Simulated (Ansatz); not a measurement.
`C#CSB[SiH2]C` + `[GeH3][SbH2]` → `C#[C][GeH2][SbH2]` + `C[SiH2]BS`  (formal exchange of groups at a C–S bond)

Program: Ansatz. Geometries: PBE0-D4/def2-TZVP. ΔE: electronic, gas phase. CCSD(T)/CBS adds triple-zeta CCSD(T) − MP2 to the extrapolated MP2 energy (def2 sets, frozen cores). DFT in def2-TZVPP. B3LYP here is the variant with VWN-RPA as its local correlation; programs differ in this. Elements past krypton have def2 core potentials. For Ge, Sb outer-core shells are correlated without core-valence functions, which leaves a few kJ/mol of doubt a bond. Scalar relativity is left out up to krypton. Each species was taken in one conformer, which may not be the lowest.

`C#CSB[SiH2]C`:

```xyz
13

C    -0.394    0.113    2.024
C    -0.747    1.241    1.623
S    -1.469    1.981    0.360
B    -1.339   -0.018    0.504
Si   -0.100   -0.752   -0.909
C     1.508    0.209   -1.034
H     0.021   -0.624    2.676
H    -2.428   -0.433    0.768
H    -0.785   -0.756   -2.235
H     0.210   -2.181   -0.596
H     1.319    1.252   -1.297
H     2.156   -0.224   -1.800
H     2.049    0.192   -0.085
```

`[GeH3][SbH2]`:

Z-matrix (Å, degrees):
```
Ge
Sb 1 2.620
H 1 1.538 2 108.9
H 1 1.536 2 112.5 3 121.0
H 1 1.538 2 108.9 3 -118.1
H 2 1.709 1 91.1 3 -75.1
H 2 1.709 1 91.1 3 -166.4
```

`C#[C][GeH2][SbH2]`:

```xyz
9

C    -0.371    1.696   -2.015
C    -0.528    1.013   -1.033
Ge   -0.687   -0.077    0.516
Sb    1.748   -0.678    1.275
H    -0.242    2.300   -2.883
H    -1.398    0.744    1.604
H    -1.535   -1.305    0.154
H     1.867   -1.834    0.024
H     1.146   -1.859    2.356
```

`C[SiH2]BS`:

```xyz
11

C     0.169   -0.260    1.753
Si    0.142   -0.674   -0.080
B     0.319    0.959   -1.233
S    -0.823    1.387   -2.506
H    -0.661    0.399    2.016
H     0.087   -1.167    2.356
H     1.100    0.245    2.019
H    -1.124   -1.394   -0.416
H     1.269   -1.603   -0.393
H     1.216    1.743   -1.123
H    -1.691    0.364   -2.393
```

| level | ΔE (kJ/mol) | difference from CCSD(T)/CBS |
| --- | --- | --- |
| revPBE-D4 | -58.2 | 37.6 |
| BLYP-D4 | -91.6 | 4.2 |
| r2SCAN-D4 | -72.0 | 23.8 |
| r2SCANh-D4 | -74.2 | 21.6 |
| ωB97X-V | -92.9 | 2.9 |
| revPBE | -77.0 | 18.8 |
| BLYP | -105.4 | -9.6 |
| B3LYP | -107.9 | -12.1 |
| LC-ωPBE | -84.6 | 11.2 |
| HF/def2-SVP | -164.3 | -68.5 |
| MP2/def2-SVP | -71.3 | 24.5 |
| HF/def2-TZVPP | -166.9 | -71.1 |
| SCS-MP2/def2-TZVPP | -95.7 | 0.1 |
| CCSD(T)/def2-TZVPP | -99.0 | -3.2 |
| SCS-MP2/def2-QZVPP | -94.0 | 1.8 |
| CCSD/CBS(def2) | -110.3 | -14.5 |
| CCSD(T)/CBS | -95.8 | 0 |

Largest T1 diagnostic among the species: 0.014.

Leaving LDA and LC-ωPBE aside and taking each functional with its dispersion term where it has one, the values, not all of them listed here, spread over 56.3 kJ/mol, from BHLYP-D4 to revPBE-D4. LDA lies +29.7 kJ/mol from PBE without D4. From BLYP to BHLYP (50 % exact exchange), in def2-TZVPP and without D4, ΔE moves by −16.1 kJ/mol.
